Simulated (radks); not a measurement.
Results of a calculation; reference values are marked as such.
Species: the iridium ion Ir36+. Configuration: [Kr] 4d5.

Level of theory: scalar-relativistic Kohn-Sham, exchange-only LDA, spin-polarised, spherical densities, point nucleus; open shells are filled with parallel spins first (spin-orbit coupling, left out, can overturn this in heavy ions) (a radial shooting solver on a logarithmic mesh with Libxc functionals).

Energy parts (eV):
| part | energy |
|---|---|
| total | -464342.54 |
| kinetic | 518699.51 |
| electron-nucleus | -1087523.85 |
| Hartree | 111838.01 |
| exchange | -7356.20 |

Orbitals (lengths in bohr, moments of r in powers of bohr; r(max) is where P^2 peaks):
orbital  occ.  eigenvalue (eV)   r(max)       <r^4>      <r>      <r^2>
1s up       1        -77579.91  0.01083   4.816e-07  0.01745  0.0004198
1s down     1        -77579.66  0.01083   4.815e-07  0.01745  0.0004198
2s up       1        -14821.80  0.06234  0.00007126  0.07364   0.006421
2s down     1        -14816.19  0.06233  0.00007125  0.07363   0.006420
2p up       3        -13077.81  0.05140  0.00005701  0.06626   0.005365
2p down     3        -13073.07  0.05139  0.00005699  0.06625   0.005364
3s up       1        -4595.764   0.1752    0.002504   0.1892    0.04091
3s down     1        -4591.831   0.1752    0.002495   0.1891    0.04085
3p up       3        -4084.999   0.1739    0.002692   0.1896    0.04163
3p down     3        -4080.823   0.1739    0.002680   0.1895    0.04156
3d up       5        -3531.534   0.1413    0.002028   0.1713    0.03424
3d down     5        -3526.319   0.1413    0.002020   0.1712    0.03419
4s up       1        -1992.654   0.3796     0.04053   0.3896     0.1706
4s down     1        -1978.768   0.3794     0.04065   0.3897     0.1707
4p up       3        -1807.070   0.3928     0.04778   0.4033     0.1840
4p down     3        -1793.369   0.3926     0.04801   0.4037     0.1843
4d up       5        -1591.865   0.3883     0.05099   0.4041     0.1866
4d down     0        -1578.173   0.3881     0.05135   0.4045     0.1871

The highest occupied level is 4d up at -1591.9 eV. The density falls to 0.001 e/bohr^3 at r = 1.08 bohr. For comparison, the ionisation energy in NIST's Atomic Spectra Database is 1603 eV (theoretical). In exact Kohn-Sham theory the highest level is minus the ionisation energy, but local and semilocal functionals leave it too shallow, through self-interaction and a potential that decays too fast; potentials with the right tail come closer.
